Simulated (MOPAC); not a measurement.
Input file for MOPAC: PM6 on CH6Sn (SMILES [CH3][SnH3]), a point of a torsion scan.

```
PM6 1SCF PRECISE CHARGE=0 THREADS=1
CH6Sn

C     -1.16244442 1    -0.07939277 1     0.02049871 1
Sn     0.98473400 1     0.05147222 1    -0.02960484 1
H     -1.56369515 1     0.55007817 1     0.80572824 1
H     -1.47715471 1    -1.09932416 1     0.20626835 1
H     -1.58523381 1     0.24167396 1    -0.92395089 1
H      1.70103074 1    -1.42243737 1     0.22427414 1
H      1.56992068 1     1.07879110 1     1.13340006 1
H      1.53724554 1     0.61109825 1    -1.48973699 1
```

It printed:

```
*******************************************************************************
 **                                                                           **
 **                              MOPAC v23.2.5                                **
 **                                                                           **
 *******************************************************************************
 ** MOPAC's Digital Object Identifier: https://doi.org/10.5281/zenodo.6511958 **
 **                                                                           **
 ** Please cite the open-source release paper for use of this MOPAC version:  **
 ** J. E. Moussa and J. J. P. Stewart (2026)                                  **
 ** MOPAC: An open-source semiempirical molecular orbital program             **
 ** J. Open Source Softw., 11(119), 8025, https://doi.org/10.21105/joss.08025 **
 *******************************************************************************

                              PM6 CALCULATION RESULTS

 *******************************************************************************
 *  PM6        - The PM6 Hamiltonian to be used
 *
 *
 *
 *                 CHARGE ON SYSTEM = 0
 *
 *
 *
 *  PRECISE    - TIGHTER CRITERIA TO BE USED
 *  1SCF       - DO 1 SCF AND THEN STOP
 *  THREADS=1  - MULTI-THREADING NOT USED
 *  T=         - A TIME OF 172800.0 SECONDS REQUESTED
 *  DUMP=N     - RESTART FILE WRITTEN EVERY 7200.0 SECONDS REQUESTED
 *******************************************************************************
PM6 1SCF PRECISE CHARGE=0 THREADS=1
 CH6Sn

   ATOM   CHEMICAL          X               Y               Z
  NUMBER   SYMBOL      (ANGSTROMS)     (ANGSTROMS)     (ANGSTROMS)

     1       C         -1.16244442  *  -0.07939277  *   0.02049871  *
     2      Sn          0.98473400  *   0.05147222  *  -0.02960484  *
     3       H         -1.56369515  *   0.55007817  *   0.80572824  *
     4       H         -1.47715471  *  -1.09932416  *   0.20626835  *
     5       H         -1.58523381  *   0.24167396  *  -0.92395089  *
     6       H          1.70103074  *  -1.42243737  *   0.22427414  *
     7       H          1.56992068  *   1.07879110  *   1.13340006  *
     8       H          1.53724554  *   0.61109825  *  -1.48973699  *



          CARTESIAN COORDINATES

    NO.       ATOM           X           Y           Z

     1         C         -1.1624     -0.0794      0.0205
     2        Sn          0.9847      0.0515     -0.0296
     3         H         -1.5637      0.5501      0.8057
     4         H         -1.4772     -1.0993      0.2063
     5         H         -1.5852      0.2417     -0.9240
     6         H          1.7010     -1.4224      0.2243
     7         H          1.5699      1.0788      1.1334
     8         H          1.5372      0.6111     -1.4897

 General Reference for PM6:
 "Optimization of Parameters for Semiempirical Methods V: Modification of NDDO Approximations
 and Application to 70 Elements", J. J. P. Stewart, J. Mol. Mod., 13, 1173-1213 (2007)
 URL: https://link.springer.com/article/10.1007/s00894-007-0233-4

           Empirical Formula: C H6 Sn  =     8 atoms



      MOLECULAR POINT GROUP   :   C3v


      RHF CALCULATION, NO. OF DOUBLY OCCUPIED LEVELS = 7


 -------------------------------------------------------------------------------
 PM6 1SCF PRECISE CHARGE=0 THREADS=1
 CH6Sn



     1SCF WAS SPECIFIED, SO BFGS WAS NOT USED
     SCF FIELD WAS ACHIEVED


                              PM6 CALCULATION
                                                       MOPAC v23.2.5 Linux




          FINAL HEAT OF FORMATION =         36.20733 KCAL/MOL =     151.49145 KJ/MOL


          COSMO AREA              =        103.64 SQUARE ANGSTROMS
          COSMO VOLUME            =         92.02 CUBIC ANGSTROMS

          IONIZATION POTENTIAL    =         10.769134 EV
          HOMO LUMO ENERGIES (EV) =        -10.769  1.876
          NO. OF FILLED LEVELS    =          7
          MOLECULAR WEIGHT        =        136.7484         POINT GROUP:  C3v

          MOLECULAR DIMENSIONS (Angstroms)

            Atom       Atom       Distance
            H     8    H     3     3.85859
            H     5    H     7     3.62394
            H     6    H     3     2.29960


          SCF CALCULATIONS        =          1





   ATOM   CHEMICAL          X               Y               Z
  NUMBER   SYMBOL      (ANGSTROMS)     (ANGSTROMS)     (ANGSTROMS)

     1       C         -1.16244442  *  -0.07939277  *   0.02049871  *
     2      Sn          0.98473400  *   0.05147222  *  -0.02960484  *
     3       H         -1.56369515  *   0.55007817  *   0.80572824  *
     4       H         -1.47715471  *  -1.09932416  *   0.20626835  *
     5       H         -1.58523381  *   0.24167396  *  -0.92395089  *
     6       H          1.70103074  *  -1.42243737  *   0.22427414  *
     7       H          1.56992068  *   1.07879110  *   1.13340006  *
     8       H          1.53724554  *   0.61109825  *  -1.48973699  *

                             CARTESIAN COORDINATES

   1    C       -1.162444420    -0.079392770     0.020498710
   2   Sn        0.984734000     0.051472220    -0.029604840
   3    H       -1.563695150     0.550078170     0.805728240
   4    H       -1.477154710    -1.099324160     0.206268350
   5    H       -1.585233810     0.241673960    -0.923950890
   6    H        1.701030740    -1.422437370     0.224274140
   7    H        1.569920680     1.078791100     1.133400060
   8    H        1.537245540     0.611098250    -1.489736990


           Empirical Formula: C H6 Sn  =     8 atoms



      MOLECULAR POINT GROUP   :   C3v


                  EIGENVALUES
 -24.00026 -17.64694 -13.61986 -13.61982 -11.06544 -11.06516 -10.76913   1.87640
   3.76713   4.19344   4.19370   6.27759   6.27762   7.36866


              NET ATOMIC CHARGES AND DIPOLE CONTRIBUTIONS

  ATOM NO.   TYPE          CHARGE      No. of ELECS.   s-Pop       p-Pop
    1          C          -0.698314        4.6983     1.10049     3.59782
    2         Sn           0.355146        3.6449     1.28384     2.36102
    3          H           0.162899        0.8371     0.83710
    4          H           0.162899        0.8371     0.83710
    5          H           0.162898        0.8371     0.83710
    6          H          -0.048519        1.0485     1.04852
    7          H          -0.048506        1.0485     1.04851
    8          H          -0.048503        1.0485     1.04850
 DIPOLE           X         Y         Z       TOTAL
 POINT-CHG.     0.839     0.051    -0.020     0.841
 HYBRID        -0.532    -0.032     0.012     0.533
 SUM            0.307     0.019    -0.007     0.308


          ATOMIC ORBITAL ELECTRON POPULATIONS

     Atom    s        px        py        pz
    1  C   1.10049   1.21236   1.19276   1.19270
    2 Sn   1.28384   0.69094   0.83481   0.83527
    3  H   0.83710
    4  H   0.83710
    5  H   0.83710
    6  H   1.04852
    7  H   1.04851
    8  H   1.04850

 **********************
 *                    *
 * JOB ENDED NORMALLY *
 *                    *
 **********************




 == MOPAC DONE ==
```

The run finished.

Cost: very roughly 0.04 core-seconds.
